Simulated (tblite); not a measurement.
Species: C₃H₇FOSi₂.
SMILES with atom numbers: `[CH3:1][C:2]1=[C:3]([F:4])[SiH2:5][Si@H:6]1[OH:7]` (hydrogens: H8, H9, H10 on C1; H11, H12 on Si5; H13 on Si6; H14 on O7)

Geometry (GFN2-xTB, Å), atoms numbered from 1 in this order:
```
atom  x, y, z in Å
C1    -1.0499   -1.4595   -1.0457
C2    -0.4585   -0.3205   -0.2907
C3    -1.0467    0.3989    0.6767
F4    -2.3124    0.1721    1.1165
Si5    0.1940    1.7279    1.2508
Si6    1.2556    0.5166   -0.4341
O7     2.5483   -0.4328   -0.1301
H8    -1.1031   -1.2127   -2.1062
H9    -2.0512   -1.6953   -0.6875
H10   -0.4198   -2.3440   -0.9466
H11    0.5145    1.6088    2.6814
H12   -0.2988    3.0916    1.0398
H13    1.6271    0.9583   -1.7731
H14    2.6002   -1.0100    0.6267
```

Computed values, GFN2-xTB/tblite, gas phase, harmonic and unscaled. Against measured fundamentals such values can be off by several per cent, at times by over 20. Modes of hydrogen on silicon can be 10 to 20 % off. One conformer, not necessarily the lowest.

Harmonic wavenumbers (cm⁻¹): 85.7, 107.7, 133.4, 168.7, 225.1, 281.3, 290.0, 319.5, 360.6, 389.0, 404.1, 442.6, 509.6, 528.5, 533.2, 630.4, 668.5, 752.5, 790.9, 809.5, 884.2, 1013.7, 1021.2, 1102.5, 1190.4, 1395.1, 1473.0, 1479.7, 1616.3, 2173.3, 2224.2, 2274.9, 2987.4, 3003.0, 3015.9, 3669.0.

A = 2275, B = 1521, C = 995.3 MHz; mass 134.002 u (most abundant isotopes); point group C1, symmetry number 1.

**Question.** Zero-point energy?

**Answer.** Half the sum of the wavenumbers: 19477 cm⁻¹ = 233.00 kJ/mol.

**Question.** Entropy at 298.15 K, 1 bar (ideal gas, RRHO, classical rotation)?

**Answer.** Translation 169.94, rotation 121.02, vibration 109.74: S = 400.7 J/(mol K).

**Question.** And Cp and H(298.15 K) − H(0)?

**Answer.** Cp = 158.68 J/(mol K), of which vibrations give 125.42 (their classical limit is 36 R = 299.3); H(298.15 K) − H(0) = 28.66 kJ/mol without the zero-point energy, 18.75 from vibrations.

**Question.** Which modes carry the vibrational entropy at 298.15 K?

**Answer.** 85.7 cm⁻¹: 15.71; 107.7 cm⁻¹: 13.85; 133.4 cm⁻¹: 12.12; 168.7 cm⁻¹: 10.25; 225.1 cm⁻¹: 8.02; 281.3 cm⁻¹: 6.38 J/(mol K); the other 30 give 43.40 together.

**Question.** Blend soft modes into free rotors: weight 1/[1 + (100 cm⁻¹/ν̃)⁴] for the oscillator and the rest for a rotor with moment μB/(μ + B), μ = h/(8π²ν), B = 10⁻⁴⁴ kg m². What vibrational entropy results?

**Answer.** 106.51 J/(mol K) in place of 109.74, which changes −T·S at 298.15 K by +0.96 kJ/mol.

**Question.** How do the functions run with temperature in this model?

**Answer.** 
```csv
T (K),S (J/(mol K)),Cp (J/(mol K)),H − H(0) (kJ/mol),G − H(0) (kJ/mol),ln q(vib)
150,313.0,99.3,9.24,-37.71,1.99
250,374.2,142.1,21.41,-72.14,4.42
400,451.5,187.2,46.34,-134.26,8.20
600,535.3,225.9,87.94,-233.25,12.96
900,634.2,261.4,161.50,-409.33,19.29
```

q(vib) and H(0) count from the zero-point level.

Hindered rotation and anharmonicity are outside this model. Other conformers, if any are populated, would add a mixing term that is left out. The structure is chiral; the term R ln 2 for an equal mix with its mirror image is left out.
